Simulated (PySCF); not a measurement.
## Indirect couplings

Molfile (atoms numbered from 1):
```
C4H10BNO
     RDKit          3D

 17 16  0  0  0  0  0  0  0  0999 V2000
    3.2096    0.8834    0.1785 C   0  0  0  0  0  0  0  0  0  0  0  0
    2.0041    0.4258   -0.4762 C   0  0  0  0  0  0  0  0  0  0  0  0
    1.0463    0.0493   -0.9882 N   0  0  0  0  0  0  0  0  0  0  0  0
   -0.2977   -0.4540   -1.5467 B   0  0  0  0  0  0  0  0  0  0  0  0
   -1.4418    0.1523   -0.5811 C   0  0  0  0  0  0  0  0  0  0  0  0
   -1.1622   -0.1513    0.7689 O   0  0  0  0  0  0  0  0  0  0  0  0
   -2.1391    0.2847    1.6503 C   0  0  0  0  0  0  0  0  0  0  0  0
    3.0556    0.8894    1.2674 H   0  0  0  0  0  0  0  0  0  0  0  0
    3.4604    1.9007   -0.1550 H   0  0  0  0  0  0  0  0  0  0  0  0
    4.0457    0.2107   -0.0609 H   0  0  0  0  0  0  0  0  0  0  0  0
   -0.2106   -1.6753   -1.4985 H   0  0  0  0  0  0  0  0  0  0  0  0
   -0.3698   -0.0469   -2.7007 H   0  0  0  0  0  0  0  0  0  0  0  0
   -2.4206   -0.2776   -0.8825 H   0  0  0  0  0  0  0  0  0  0  0  0
   -1.5428    1.2545   -0.6997 H   0  0  0  0  0  0  0  0  0  0  0  0
   -1.8347    0.0117    2.6728 H   0  0  0  0  0  0  0  0  0  0  0  0
   -2.2811    1.3860    1.6114 H   0  0  0  0  0  0  0  0  0  0  0  0
   -3.1266   -0.1798    1.4474 H   0  0  0  0  0  0  0  0  0  0  0  0
  1  2  1  0
  2  3  3  0
  3  4  1  0
  4  5  1  0
  5  6  1  0
  6  7  1  0
  1  8  1  0
  1  9  1  0
  1 10  1  0
  4 11  1  0
  4 12  1  0
  5 13  1  0
  5 14  1  0
  7 15  1  0
  7 16  1  0
  7 17  1  0
M  CHG  2   3   1   4  -1
M  END
```

Couplings: B3LYP/pcJ-1 (spin–dipole term only in couplings to heteroatoms) in PySCF 2.14.0 with density-fitted response routines, geometry PBE0-D3(BJ)/def2-SVP; gas phase, one conformer, non-relativistic. Couplings are averaged over pairs made equivalent by symmetry, fast rotation or ring inversion, so a value needn't be that of the named pair in this geometry, while other rotamers aren't included; one pair stands for each set, and the list holds a selection of those of at least 0.8 Hz over up to four bonds, among pairs with at least one C or N or B or H atom (others weren't computed).

Isotopes: ¹³C, ¹H, ¹¹B, ¹⁵N, ¹⁷O. Couplings to quadrupolar nuclei such as 17O and 33S are rarely resolved in practice.

| pair | bonds | J (Hz) |
| --- | --- | --- |
| C1, C2 | 1 | 77.0 |
| C1, H8 | 1 | 144.5 |
| C2, N3 | 1 | -53.9 |
| N3, B4 | 1 | -9.1 |
| B4, C5 | 1 | 55.1 |
| B4, H11 | 1 | 110.8 |
| C5, O6 | 1 | 26.5 |
| C5, H13 | 1 | 134.5 |
| O6, C7 | 1 | ? |
| C7, H15 | 1 | 142.6 |
| C2, H8 | 2 | -10.8 |
| B4, O6 | 2 | -5.7 |
| B4, H13 | 2 | ? |
| C5, C7 | 2 | ? |
| C5, H11 | 2 | ? |
| O6, H15 | 2 | -6.8 |
| H8, H9 | 2 | -18.5 |
| H13, H14 | 2 | ? |
| C2, C5 | 3 | 2.2 |
| C2, H11 | 3 | 7.3 |
| N3, H8 | 3 | ? |
| C5, H15 | 3 | ? |
| O6, H11 | 3 | ? |
| H11, H14 | 3 | 5.6 |
| C1, H11 | 4 | -2.4 |
| B4, H8 | 4 | -1.2 |

Estimate the withheld couplings, with signs.

Answers


- ¹J(O6,C7) = 25.3 Hz (bond length 1.386 Å)
- ²J(B4,H13) = -3.6 Hz (mean over equivalent pairs that range from -4.5 to -2.6 Hz in this conformer)
- ²J(C5,C7) = -3.9 Hz (angle at O6 114°)
- ²J(C5,H11) = -2.6 Hz (mean over equivalent pairs that range from -6.2 to 1.0 Hz in this conformer)
- ²J(H13,H14) = -11.4 Hz (angle at C5 106°)
- ³J(N3,H8) = -2.6 Hz
- ³J(C5,H15) = 5.5 Hz (mean over equivalent pairs that range from 2.3 to 11.6 Hz in this conformer)
- ³J(O6,H11) = -7.1 Hz (mean over equivalent pairs that range from -11.4 to -2.9 Hz in this conformer)
